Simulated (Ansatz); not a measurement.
Correlation energies of BrF₂H₃Si₂ (`F[Si](F)([SiH3])Br`) by basis set

```xyz
8

F     1.905   -0.109   -1.207
Si    0.762   -0.731   -0.301
F     1.492   -1.420    0.927
Si   -0.748    0.898    0.407
Br   -0.230   -2.314   -1.466
H    -1.377    1.498   -0.796
H    -0.030    1.938    1.187
H    -1.775    0.239    1.250
```

Total charge 0; spin multiplicity 1. Correlated methods include outer-core shells of Br, which these sets cover unevenly. Scalar relativity is left out up to krypton. Geometry: relaxed with PBE0-D4/def2-TZVP. Frozen core, restricted reference, Ansatz 0.2.0.

```tsv
basis	HF (Eh)	MP2 corr.
def2-SVP	-3350.41366	-0.78852
def2-TZVPP	-3351.21007	-1.00953
def2-QZVPP	-3351.28757	-1.39623
```

Task: Estimate the CCSD correlation energy and the (T) correction in each basis where they were run (hartree).

Result: 
```csv
basis,CCSD corr.,(T)
def2-SVP,-0.82110,-0.01610
def2-TZVPP,-1.04150,-0.03325
```
